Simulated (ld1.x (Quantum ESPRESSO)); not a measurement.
# What one change does to a pseudopotential (As (Z = 33), TM)

As, norm-conserving Troullier–Martins (Kleinman–Bylander form), made with ld1.x (Quantum ESPRESSO) 7.5 (LDA (PZ), scalar-relativistic). Core [Ar] 3d10, reference 4s2 4p3. Waves: 4p (bound): rc 2.15 bohr; 4s (bound): rc 1.20 bohr. Local part: the s channel. Core correction: Bessel-smoothed model core, default radius (core density twice the valence density).

All-electron outer shells of the reference configuration (LDA (PZ), scalar-relativistic, ld1.x):

```json
{"shell": "3p", "level (eV)": "-133.41", "outermost node (bohr)": "0.22", "outermost maximum (bohr)": "0.52"}
{"shell": "3d", "level (eV)": "-40.89", "outermost node (bohr)": "–", "outermost maximum (bohr)": "0.47"}
{"shell": "4s", "level (eV)": "-14.70", "outermost node (bohr)": "0.73", "outermost maximum (bohr)": "1.61"}
{"shell": "4p", "level (eV)": "-5.35", "outermost node (bohr)": "0.78", "outermost maximum (bohr)": "1.97"}
```

Change: wave 4s (bound): rc 1.20 bohr becomes 4s (bound): rc 0.94 bohr.

Cutoffs: the cutoffs (Ry, on a coarse ladder) from which the occupation-weighted sum of valence levels, in a spherical-Bessel basis at the reference potential, stays within 10 and 1 mRy of its value at 400 Ry; they do not see the model core or the augmentation charge, which bear on the density cutoff. Errors are all-electron minus pseudo energies relative to the spin-unpolarised reference configuration.

Question: Predict the effect on cutoff, ghosts and configuration errors.

Answer: The bound ghosts move from p to p, s; the number of tests that count goes from 9 to 7; of the 7 tests that both files solve, the error grows in 1 and shrinks in 4 by more than 15 % and 0.3 meV (median size 13.8 → 14.6 meV); the range in which the s phases agree narrows (upper end 1.8 → -1.0).

| quantity | base | changed |
| --- | --- | --- |
| cutoff, loose | 70 Ry | 260 Ry |
| cutoff, tight | 160 Ry | over 300 Ry |
| loose cutoff by channel (10 mRy a level) | p 6 Ry, s 50 Ry | p 6 Ry, s 230 Ry |
| bound ghosts | p | p, s (extra level of the local part) |
| tests counted (converged, no solver errors) | 9 of 9 | 7 of 9 |
| error for 4s2 4p2, meV [ΔE 9.33 eV] | -6.4 | -3.7 |
| error for 4s2 4p1, meV [ΔE 27.49 eV] | -31 | -15 |
| error for 4s2 4p0, meV [ΔE 55.53 eV] | -78 | -30 |
| error for 4s1 4p4, meV [ΔE 9.48 eV] | -14 | +12 |
| error for 4s1 4p3, meV [ΔE 19.49 eV] | -34 | +39 |
| error for 4s2 4p2.5, meV [ΔE 3.64 eV] | -1.5 | -1.1 |
| error for 4s2 4p2 (spin-polarised), meV [ΔE 8.60 eV] | -6.5 | +162 |
| s: phases at 2.36 bohr within 0.05 rad from the reference energy up to (Ry; the scan ends near 5) | 1.8 | -1.0 |
| p: phases at 2.36 bohr within 0.05 rad from the reference energy up to (Ry; the scan ends near 5) | 3.4 | 3.9 |

Changed file: Tests not counted: 4s2 4p3.3 (solver errors, printed error -19.7 eV); 4s2 4p3 (spin-polarised) (pseudo-atom not self-consistent, printed error +4.9 eV). A true bound ghost makes a file unfit for plane-wave use even where its test errors are small: the radial tests pick states by their node count and pass the ghost by. Where a test does run into it, the solver fails or the error is huge.
